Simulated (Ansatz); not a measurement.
A nudged elastic band was laid between two geometries of Cl2H2OSn (6 atoms, charge 0, multiplicity 1).

Level of theory: RKS PBE/def2-SVP (Ansatz).

| Item | Value |
| --- | --- |
| movable images | 5 |
| climbing image | yes |
| spring | 5.0 eV/Å² |
| optimiser | quadratic models (default) |
| start path | through a guess of the saddle point |
| force threshold | 0.05 eV/Å |
| iteration limit | 60 |
| end points | relaxed |

First end point:

```xyz
6
Properties=species:S:1:pos:R:3
Sn 0.193 -0.082 0.486
H -0.203 0.138 2.139
O 2.163 -0.346 0.369
H 2.437 -0.484 -0.560
Cl -0.423 1.776 -0.838
Cl -0.897 -1.956 -0.456
```

Last end point:

```xyz
6
Properties=species:S:1:pos:R:3
Sn -0.850 0.308 0.430
H 1.702 -0.463 1.727
O 1.543 -0.042 0.858
H 1.519 -0.810 0.226
Cl -0.367 1.870 -1.353
Cl -0.277 -1.815 -0.748
```

Problem. What changes between the two ends?

Solution. Bonds broken: Sn1–H2. Bonds formed: H2–O3.

Problem. What energy profile does the band end with?

Solution. It converged. The highest image is number 3 of 0 to 6, 1.44 eV above the first end and 2.60 eV above the last; the last end lies 1.15 eV below the first. Neighbouring images differ by up to 1.8 eV, so the band resolves the path poorly. A vibrational analysis at the climbing image gives one clearly imaginary mode, 1017i cm⁻¹: a first-order saddle point. The orbitals stay closed-shell, which can raise the energy where a bond breaks towards radicals; this wasn't checked here.

```csv
image,path coordinate (Å),energy (eV),Sn1–H2 (Å),H2–O3 (Å)
0,0.00,0.00,1.71,2.99
1,0.70,0.06,1.72,2.97
2,1.40,0.55,1.71,2.46
3,2.10,1.44,1.78,1.69
4,2.75,-0.38,2.15,1.04
5,3.41,-1.02,2.78,0.98
6,4.07,-1.15,2.96,0.98
```

Problem. What is the geometry of the highest image?

Solution. 
```xyz
6
Properties=species:S:1:pos:R:3:forces:R:3
Sn -0.197 0.062 0.409 -0.02 0.00 -0.03
H 0.899 -0.101 1.802 0.00 0.01 0.00
O 1.933 -0.019 0.465 0.00 0.01 0.00
H 2.331 -0.872 0.182 -0.01 0.00 0.00
Cl -0.813 1.895 -0.985 0.01 -0.03 0.02
Cl -0.883 -1.917 -0.734 0.01 0.02 0.01
```

Run time: 77 s on 2 threads of Arm Neoverse V1 (shared host), peak memory 0.13 GiB.
